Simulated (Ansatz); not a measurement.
`[SiH3]N[SiH2][SeH]` + `C[S][Mg][OH]` → `C[S][Mg][O][SiH3]` + `N[SiH2][SeH]`  (ligand exchange at the Si–N bond)

Calculated with Ansatz (gas phase, PBE0-D4/def2-TZVP geometries, no zero-point term in ΔE). CBS: MP2 limit from def2 TZ/QZ plus the TZ coupled-cluster correction, frozen cores. Functionals use def2-TZVPP. B3LYP here is the variant with VWN-RPA as its local correlation; programs differ in this. For Mg, Se outer-core shells are correlated without core-valence functions, which leaves a few kJ/mol of doubt a bond. Scalar relativity is left out up to krypton. Each species was taken in one conformer, which may not be the lowest.

`[SiH3]N[SiH2][SeH]`:

```xyz
11

Si   -0.311    0.582   -1.614
N     0.045    0.838    0.061
Si    0.764   -0.291    1.139
Se   -0.342   -2.284    1.277
H    -1.725    0.189   -1.857
H    -0.046    1.829   -2.379
H     0.581   -0.507   -2.083
H    -0.347    1.661    0.495
H     0.837    0.369    2.466
H     2.106   -0.718    0.676
H    -1.562   -1.669    1.818
```

`C[S][Mg][OH]`:

Cartesian coordinates in Å:
```
C 0.595 1.183 1.149
S 0.051 -0.537 1.441
Mg -0.524 -1.272 -0.642
O -0.918 -1.808 -2.271
H 0.879 1.594 2.118
H 1.465 1.229 0.493
H -0.204 1.800 0.740
H -1.343 -2.189 -3.027
```

`C[S][Mg][O][SiH3]`:

```xyz
11

C     2.872   -0.206   -1.396
S     2.639   -0.452    0.400
Mg    0.399   -0.167    0.693
O    -1.362    0.059    0.911
Si   -2.948    0.260    1.118
H     2.328   -0.944   -1.984
H     3.937   -0.332   -1.594
H     2.586    0.797   -1.711
H    -3.385    1.619    0.681
H    -3.730   -0.738    0.330
H    -3.334    0.103    2.552
```

`N[SiH2][SeH]`:

```xyz
8

N    -0.456   -1.265   -0.187
Si   -0.447    0.446   -0.164
Se    1.585    1.508   -0.193
H    -0.008   -1.764   -0.939
H    -0.367   -1.769    0.681
H    -1.188    0.846    1.055
H    -1.074    0.966   -1.402
H     1.955    1.031    1.147
```

```json
{"level": "ωB97X-V", "ΔE (kJ/mol)": "-66.3", "difference from CCSD(T)/CBS": "2.3"}
{"level": "B2PLYP", "ΔE (kJ/mol)": "-72.2", "difference from CCSD(T)/CBS": "-3.6"}
{"level": "PBE", "ΔE (kJ/mol)": "-67.1", "difference from CCSD(T)/CBS": "1.5"}
{"level": "r2SCAN", "ΔE (kJ/mol)": "-70.3", "difference from CCSD(T)/CBS": "-1.7"}
{"level": "B3LYP", "ΔE (kJ/mol)": "-74.5", "difference from CCSD(T)/CBS": "-5.9"}
{"level": "HF/def2-TZVPP", "ΔE (kJ/mol)": "-81.9", "difference from CCSD(T)/CBS": "-13.3"}
{"level": "MP2/def2-TZVPP", "ΔE (kJ/mol)": "-66.5", "difference from CCSD(T)/CBS": "2.1"}
{"level": "CCSD/def2-TZVPP", "ΔE (kJ/mol)": "-70.1", "difference from CCSD(T)/CBS": "-1.5"}
{"level": "CCSD(T)/def2-TZVPP", "ΔE (kJ/mol)": "-68.6", "difference from CCSD(T)/CBS": "0.0"}
{"level": "MP2/def2-QZVPP", "ΔE (kJ/mol)": "-67.0", "difference from CCSD(T)/CBS": "1.6"}
{"level": "CCSD(T)/CBS", "ΔE (kJ/mol)": "-68.6", "difference from CCSD(T)/CBS": "0"}
```

Largest T1 diagnostic among the species: 0.010.

In def2-TZVPP, CCSD(T) changes the Hartree–Fock value by +13.4 kJ/mol (the triples alone add +1.5 kJ/mol) and MP2 by +15.5 kJ/mol. The D4 term adds +8.3 kJ/mol with B3LYP and +4.6 kJ/mol with PBE0; it sums over pairs of atoms, weighted by their polarisabilities, and B3LYP, whose exchange is more repulsive, gets the larger term.
